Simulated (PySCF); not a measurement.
Dipole moment and polarisability of `CCCCC(=O)O[SiH3]`

C₅H₁₂O₂Si.
Structure used (PBE0-D3(BJ)/def2-SVP), in Å, numbered top down from 1:
```xyz
20
C5H12O2Si angstrom
C     -3.3964    0.7147    0.3838
C     -2.3189   -0.0733   -0.3433
C     -0.9096    0.3068    0.0866
C      0.1659   -0.4802   -0.6380
C      1.5634   -0.0822   -0.2613
O      1.8585    0.8471    0.4497
O      2.4996   -0.8689   -0.8077
Si     4.1336   -0.4579   -0.4714
H     -4.4050    0.4290    0.0493
H     -3.3462    0.5481    1.4718
H     -3.2819    1.7971    0.2129
H     -2.4733   -1.1544   -0.1765
H     -2.4202    0.0765   -1.4331
H     -0.7401    1.3836   -0.0798
H     -0.7957    0.1592    1.1739
H      0.0705   -1.5660   -0.4686
H      0.0856   -0.3576   -1.7330
H      4.4142   -0.5790    0.9833
H      4.8935   -1.4849   -1.2325
H      4.4444    0.9023   -0.9845
```

Level: CAM-B3LYP/def2-SVPD (PySCF), static field, nuclei fixed, core orbitals frozen in the response. The polarisability tensor in these axes (au):

```
x   115.31  -4.87  -2.98
y    -4.87  84.69   5.24
z    -2.98   5.24  82.55
```

**Question.** Give the principal values, the mean and the anisotropy Δα = √{½[(α1 − α2)² + (α2 − α3)² + (α1 − α3)²]}.

**Answer.** Principal values 78.25, 87.81 and 116.48 au; mean 94.18 au = 13.96 Å³ = 15.53 × 10⁻⁴⁰ C²·m²/J; Δα = 34.46 au (37 % of the mean).

**Question.** What is the dipole moment, and where does it point?

**Answer.** (-0.66, -1.17, -0.96) D, 1.65 D in size, pointing from the negative to the positive side. Measured along this direction, the outermost atoms are H18 and H20 at the negative end and H12 at the positive end.

**Question.** Estimate the molar refractivity from the static electronic polarisability.

**Answer.** Lorentz–Lorenz: R = (4π/3)N_A α = 2.5225 cm³/(mol·Å³) × 13.96 Å³ = 35.2 cm³/mol, in the limit of long wavelengths.

**Question.** Rayleigh depolarisation ratio (linearly polarised light, static tensor)?

**Answer.** ρ = 3Δα²/(45ᾱ² + 4Δα²) = 3562.3/(399178 + 4749.7) = 0.00882.

**Question.** Find the Langevin capture rate constant for NH4+ (18.034 u) meeting this molecule (132.061 u), k = 2.342 × 10⁻⁹ cm³/s × √(α in Å³ / reduced mass in u).

**Answer.** The reduced mass is 15.87 u, so k = 2.20 × 10⁻⁹ cm³/s. The formula leaves out the permanent dipole, which adds to the capture rate.

The structure is a single PBE0-D3(BJ)/def2-SVP conformer in the gas phase; no vibrational or solvent corrections.
